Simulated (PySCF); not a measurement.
## Unknown compound

Molecular formula: C5H8N2OSi. Simulated spectra:

1H NMR (400 MHz, computed): δ 7.78 (d, 1H), 7.09 (m, 1H), 6.97 (m, 1H), 5.05 (s, 3H), 3.64 (br s, 2H).

13C{1H} NMR (computed): δ 155.2 (C), 140.1 (CH), 137.1 (C), 124.2 (CH), 123.1 (CH).

- shieldings: GIAO PBE0/pcSseg-1
- GFN2-xTB geometry
- program: PySCF 2.14.0 with density-fitted response routines
- relativity neglected, single conformer, one averaged value for each set of equivalent atoms, no solvent

References, each an isolated molecule treated in the same way: 1H (31.72 ppm), 13C (186.93 ppm) vs TMS.

**Question.** Choose the structure that fits.
A. C=Cc1cc(O[SiH3])n[nH]1
B. [H]/N=C(\CC#C[SiH3])C(N)=O
C. Nc1cccnc1O[SiH3]

**Answer.** C. 

Rings plus π bonds: 4 (1 ring in the answer). 5 carbon signals for 5 carbons: no two carbons are equivalent. Carbon types of the structure: 2 × C, 3 × CH, leaving 5 H on heteroatoms. δC 155.2: aromatic carbon bearing oxygen; the electronegative substituent deshields the carbon that carries it. δC 140.1: aromatic CH next to a ring nitrogen; the adjacent pyridine-type nitrogen withdraws density from it. δC 137.1: aromatic carbon bearing nitrogen; the electronegative substituent deshields the carbon that carries it. δC 124.2, 123.1: aromatic CH. δH 7.09, 6.97: hydrogen on an aromatic CH.

The others: [H]/N=C(\CC#C[SiH3])C(N)=O would give 2 signals for carbon-bound and other non-exchanging H, not 4; C=Cc1cc(O[SiH3])n[nH]1 would give 5 signals for carbon-bound and other non-exchanging H, not 4.

OH/NH shifts are gas-phase values; hydrogen bonding in solution moves them, usually downfield. Shifts are as computed. Against solution values, carbons near 30 ppm lie about +3 ppm off and those near 130 ppm about +5 ppm. Of 1309 compounds with measured shifts, 239 miss one by over three times the rms of a fit or turn the order of signals round; such compounds aren't used in these exercises. No couplings were computed; multiplicities are counted from neighbouring protons, with m where these are inequivalent, close in shift, in a saturated or five-membered ring or joined by F or P, and br s for small geminal =CH2 splittings.
